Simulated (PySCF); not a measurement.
SiF₂Cl, SMILES F[Si](F)Cl, multiplicity 2. Atoms are numbered in the order given.

```xyz
4

Si    -0.4349    -0.4192     0.0000
F     -1.1418     0.2410     1.2961
F     -1.1418     0.2410    -1.2961
Cl     1.5671     0.0901     0.0000
```
Charge 0, spin multiplicity 2.

Geometry optimised at B3LYP-D3(BJ)/def2-SVP.

Two levels are set side by side: PBE/pcH-1 (PySCF) and B3LYP/pcH-1 (PySCF). Contact hyperfine couplings, same geometry. Differences are taken from unrounded values.

```json
[
 {"quantity": "A(iso) of 29Si, atom Si1 (MHz)", "B3LYP": "-1353.9", "PBE": "-1260.0", "PBE minus B3LYP": "93.9"},
 {"quantity": "A(iso) of 19F, atom F2 (MHz)", "B3LYP": "298.4", "PBE": "273.5", "PBE minus B3LYP": "-25.0"},
 {"quantity": "A(iso) of 19F, atom F3 (MHz)", "B3LYP": "298.4", "PBE": "273.5", "PBE minus B3LYP": "-25.0"},
 {"quantity": "A(iso) of 35Cl, atom Cl4 (MHz)", "B3LYP": "39.0", "PBE": "36.9", "PBE minus B3LYP": "-2.1"}
]
```

Rough cost on one machine, each run with all the roots and properties that it gave: B3LYP against PBE within a factor of 2.
